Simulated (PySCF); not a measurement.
## Which enantiomer?

The calculation used TDDFT PBE0/def2-SVPD circular dichroism and optical rotation, one conformer, gas phase (PySCF). Geometry: GFN2-xTB.

States above about 6.7 eV (minus the energy of the highest occupied orbital) lie near or above the ionisation threshold and depend on the basis.

Values for one enantiomer of C₅H₈OS, R in 10⁻⁴⁰ esu² cm² (velocity form):
```csv
λ (nm),f,R
216,0.025,-7.0
208,0.009,-16.9
197,0.037,-0.2
186,0.008,+11.5
184,0.025,-36.7
181,0.010,+15.7
177,0.012,-4.4
173,0.001,-2.4
171,0.003,-2.6
166,0.061,-3.2
162,0.019,+10.8
161,0.039,+21.1
158,0.012,+4.2
157,0.054,+11.6
156,0.005,-0.5
153,0.017,+18.6
```

[α] at 589.3 nm: -153 deg dm⁻¹ (g/mL)⁻¹ (origin-invariant length gauge).

(1) Which structure gives these signs?
A. O=[S@]1C[C@H]2C[C@@H]1C2
B. O=[S@@]1C[C@H]2C[C@@H]1C2

Results:

(1) A. Its CIP labels in SMILES order are S, R, S; the other enantiomer gives every sign reversed.

The signs above follow by mirror symmetry from the run on the other enantiomer. Geometry of O=[S@@]1C[C@H]2C[C@@H]1C2 as run:
```xyz
15

O     0.666    2.548   -0.461
S     0.325    1.627    0.621
C     1.396    0.108    0.401
C     0.381   -0.903   -0.087
C    -0.825   -0.717    0.850
C    -1.066    0.546    0.030
C    -0.429   -0.159   -1.161
H     2.170    0.347   -0.324
H     1.844   -0.155    1.357
H     0.777   -1.897   -0.286
H    -0.620   -0.594    1.913
H    -1.599   -1.469    0.707
H    -2.023    1.054   -0.021
H    -1.123   -0.800   -1.701
H     0.122    0.471   -1.858
```
